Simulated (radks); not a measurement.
Results of a calculation; reference values are marked as such.
Q: Radial electron density D(r) = 4 pi r^2 rho(r) of an atom or ion with 12 electrons. Level of theory: non-relativistic Kohn-Sham, PBEsol, spin-polarised, spherical densities, point nucleus (a radial shooting solver on a logarithmic mesh with Libxc functionals).

```
   r/bohr * D(r) (the largest magnitude, 17.1, reaches the edge; | marks zero)
  0.01219 |        *
  0.01363 |          *
  0.01537 |            *
  0.01733 |               *
  0.01939 |                  *
  0.02186 |                     *
  0.02465 |                         *
  0.02757 |                             *
  0.03108 |                                 *
  0.03505 |                                     *
   0.0392 |                                         *
   0.0442 |                                             *
  0.04983 |                                                 *
  0.05574 |                                                    *
  0.06284 |                                                     *
  0.07085 |                                                      *
  0.07925 |                                                     *
  0.08936 |                                                   *
   0.1007 |                                                *
   0.1127 |                                            *
   0.1271 |                                        *
   0.1433 |                                     *
   0.1615 |                                  *
   0.1807 |                                  *
   0.2037 |                                   *
   0.2297 |                                      *
   0.2569 |                                         *
   0.2896 |                                             *
   0.3266 |                                                 *
   0.3653 |                                                  *
   0.4118 |                                                 *
   0.4643 |                                              *
   0.5194 |                                        *
   0.5856 |                                *
   0.6603 |                        *
   0.7385 |                  *
   0.8327 |            *
   0.9388 |        *
     1.05 |      *
    1.184 |     *
    1.335 |    *
    1.493 |    *
    1.684 |    *
    1.898 |   *
     2.14 |  *
    2.394 | *
    2.699 |*
    3.043 *
    3.404 *
    3.838 *
    4.327 *
     4.84 *
    5.457 *
```

What is the nuclear charge?

A: Z = 15. The innermost maximum, from 1s, lies near 1/Z = 0.0667 bohr (found: 0.0703), and its height grows with Z. The density is that of the phosphorus ion P3+ in [Ne] 3s2; the configuration itself is not fixed sharply by these data, and Z only to about a unit. D(r) has 2 maxima, at r = 0.0703, 0.371 bohr, and minima at 0.179 bohr, inside which lie 2.19 electrons.
